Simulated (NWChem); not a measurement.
Species: BHF2; SMILES FBF

All runs: NWChem. All runs use the structure optimised with PBE0/def2-SVP. Ions are spin-unrestricted doublets at the neutral geometry; other ion states weren't tried.

For level PBE/def2-SVP:

| Property | Result |
|---|---|
| vertical ionisation energy, ΔSCF (eV) | 13.39 |
| −ε(HOMO) (eV) | 8.87 |

Problem. Estimate the same quantities for level PBE0/def2-SVP.

Solution. 
- vertical ionisation energy, ΔSCF (eV): 13.94
- −ε(HOMO) (eV): 10.69
